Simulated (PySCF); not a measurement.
Isomers of C7H10F2O, from PBE0-D3(BJ)/def2-SVP geometry optimisation, gas phase in PySCF 2.14.0. One conformer each, no zero-point energy, no frequencies.

Question: Which is lowest in electronic energy at this level?
A. `[CH3:1][CH2:2][C@H:3]1[CH2:4][C@@:5]([F:6])([C:7](=[O:8])[F:9])[CH2:10]1` with C1–C2–C3–C4 72°, C4–C5–C7–O8 60°: A = 2330, B = 871.0, C = 741.0 MHz, dipole 2.57 D
B. `[F:1][CH2:2][C@@H:3]1[CH2:4][C@H:5]2[CH2:6][CH2:7][C@:8]1([F:9])[O:10]2` with F1–C2–C3–C4 -58°: A = 2245, B = 1157, C = 921.6 MHz, dipole 2.60 D
C. `[F:1][CH:2]([F:3])[O:4][CH2:5][CH2:6][CH:7]=[C:8]1[CH2:9][CH2:10]1` with F1–C2–O4–C5 -80°, C2–O4–C5–C6 81°, O4–C5–C6–C7 179°, C5–C6–C7–C8 -118°: A = 4692, B = 423.2, C = 415.8 MHz, dipole 2.95 D
D. `[F:1][CH:2]([F:3])[O:4][CH:5]1[CH2:6][C:7]2([CH2:8][CH2:9]2)[CH2:10]1` with F1–C2–O4–C5 71°, C2–O4–C5–C6 -82°: A = 4086, B = 612.6, C = 571.6 MHz, dipole 2.64 D

Answer: B. That is `FC[C@@H]1C[C@H]2CC[C@]1(F)O2`, 4.4 kcal/mol below the next.

```csv
SMILES,mapped SMILES,E (Eh),relative (kcal/mol),relative (kJ/mol),dipole (D)
FC[C@@H]1C[C@H]2CC[C@]1(F)O2,[F:1][CH2:2][C@@H:3]1[CH2:4][C@H:5]2[CH2:6][CH2:7][C@:8]1([F:9])[O:10]2,-546.69039,0.0,0.0,2.60
CC[C@H]1C[C@@](F)(C(=O)F)C1,[CH3:1][CH2:2][C@H:3]1[CH2:4][C@@:5]([F:6])([C:7](=[O:8])[F:9])[CH2:10]1,-546.68345,4.4,18.2,2.57
FC(F)OC1CC2(CC2)C1,[F:1][CH:2]([F:3])[O:4][CH:5]1[CH2:6][C:7]2([CH2:8][CH2:9]2)[CH2:10]1,-546.64460,28.7,120.2,2.64
FC(F)OCCC=C1CC1,[F:1][CH:2]([F:3])[O:4][CH2:5][CH2:6][CH:7]=[C:8]1[CH2:9][CH2:10]1,-546.62393,41.7,174.5,2.95
```

As drawn, the highest has a three-membered ring, two fluorines on one carbon and a C=C bond outside aromatic rings, which the lowest lacks.
